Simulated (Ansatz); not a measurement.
C3H5FSi (`C=C1C[SiH]1F`), relaxed with RKS PBE0-D4/def2-TZVP in Ansatz 0.2.0 from a PBE-D4/def2-SVP geometry. The force threshold is 0.005 eV/Å; the program also tests the step.

Charge 0, multiplicity 1.

Start:

```xyz
10

C     1.517    0.555    0.811
C     0.431    0.136    0.147
C    -1.091    0.192    0.358
Si   -0.504   -0.683   -1.185
F    -0.591   -2.318   -1.280
H     2.534    0.345    0.438
H     1.439    1.120    1.760
H    -1.478   -0.404    1.209
H    -1.585    1.184    0.300
H    -0.671   -0.128   -2.559
```

How much energy does the relaxation release, and in how many steps? (Estimate.)

Computed: 8.36 kJ/mol, in 10 steps, 2 of them rejected.

Which bonds change most? (Estimate.)

Computed: Si4–F5 from 1.639 to 1.594 Å; C3–Si4 from 1.868 to 1.839 Å; C2–Si4 from 1.822 to 1.796 Å; C3–H9 from 1.109 to 1.090 Å.

Give the relaxed structure. (An estimate is asked.)

The calculation gave: 
```xyz
10

C     1.497    0.548    0.800
C     0.439    0.117    0.137
C    -1.080    0.182    0.352
Si   -0.505   -0.685   -1.164
F    -0.596   -2.273   -1.267
H     2.504    0.351    0.445
H     1.403    1.111    1.726
H    -1.450   -0.396    1.199
H    -1.550    1.164    0.291
H    -0.661   -0.119   -2.517
```
